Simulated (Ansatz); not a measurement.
`NC(O)(O)[SiH2]F` + `O/C=C\F` → `O/C(=C\F)[SiH2]F` + `NC(O)O`  (formal exchange of groups at the Si–C bond)

Isolated molecules relaxed with PBE0-D4/def2-TZVP in Ansatz; ΔE leaves out vibrations. CBS: MP2 limit from def2 TZ/QZ plus the TZ coupled-cluster correction, frozen cores. Double bonds are as drawn, so ΔE can hold a change between cis and trans. Functionals use def2-TZVPP. One conformer a species, not always the lowest.

Task: Is it downhill or uphill in electronic energy at CCSD(T)/CBS, and by how much? (An estimate is asked.)

Result: The calculation gave: Downhill: ΔE = -34.0 kJ/mol.

Task: What do these levels give: PBE-D4, PBE0-D4, ωB97X-V, ωB97M-V, PBE, CCSD(T)/def2-TZVPP? (An estimate is asked.)

Result: Ansatz gave: PBE-D4 -27.7, PBE0-D4 -32.6, ωB97X-V -32.2, ωB97M-V -30.9, PBE -29.7, CCSD(T)/def2-TZVPP -35.4 kJ/mol.

Largest T1 diagnostic among the species: 0.013.

The D4 term adds +3.2 kJ/mol with B3LYP and +1.7 kJ/mol with PBE0; it sums over pairs of atoms, weighted by their polarisabilities, and B3LYP, whose exchange is more repulsive, gets the larger term. In def2-TZVPP, CCSD(T) changes the Hartree–Fock value by +9.0 kJ/mol (the triples alone add +1.4 kJ/mol) and MP2 by +7.6 kJ/mol. From PBE to PBE0 (25 % exact exchange), in def2-TZVPP and without D4, ΔE moves by −4.6 kJ/mol.

B3LYP here is the variant with VWN-RPA as its local correlation; programs differ in this.
